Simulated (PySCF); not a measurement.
Molecule: SMILES C1[C@@H](C#C)[C@@H](F)C1, C6H7F.

Bonds (- single, = double, # triple, : aromatic): C1#C2, C2-C3, C3-C4, C4-C5, C5-C6, C6-F7, C6-C3. C1 carries H8; C3 carries H9; C4 carries H10, H11; C5 carries H12, H13; C6 carries H14. Stereochemistry as in C#C[C@@H]1CC[C@@H]1F. H11, H13 are cis to C2 on the ring; H10, H12 are trans to C2 on the ring.

Frames of a GFN2-xTB Langevin trajectory at 600 K; GIAO PBE0/pcSseg-1 shieldings in PySCF 2.14.0 with density-fitted response routines, gas phase, non-relativistic; equivalent atoms averaged within each frame.

Chemical shifts δ = σref − σ; $^{13}$C (σref 186.93) and $^{1}$H (σref 31.72) vs TMS; $^{19}$F (σref 170.95) vs CFCl3, all at this level. The references are static minima.

How do the shifts (ppm) fluctuate along the trajectory?

## Answers


```tsv
time (fs)	C2	C6	C1	C3	C5	C4	F7	H14	H9	H12
optimised geometry	87.0	87.3	81.1	33.9	31.5	20.9	-192.4	5.03	3.27	2.41
250	90.6	90.1	81.9	44.5	26.9	26.0	-178.8	5.21	3.35	3.20
425	91.3	87.1	85.2	31.1	35.4	19.7	-167.0	5.51	2.65	2.48
625	100.5	91.5	85.8	39.1	43.5	28.2	-177.6	6.22	3.52	3.87
800	86.9	90.9	94.2	35.1	37.0	24.4	-203.7	5.98	3.62	4.01
1000	89.1	94.9	88.8	30.8	34.0	26.4	-159.6	6.17	3.52	4.05
mean of frames	91.7	90.9	87.2	36.1	35.4	24.9	-177.4	5.82	3.33	3.52
standard deviation	5.2	2.8	4.6	5.8	6.0	3.2	16.7	0.44	0.39	0.68
```

5 frames give an uncertainty of the mean of about the standard deviation over 2.2 at best, since frames this close in time may not be independent; classical motion lacks zero-point vibration, and the reference would need the same averaging.
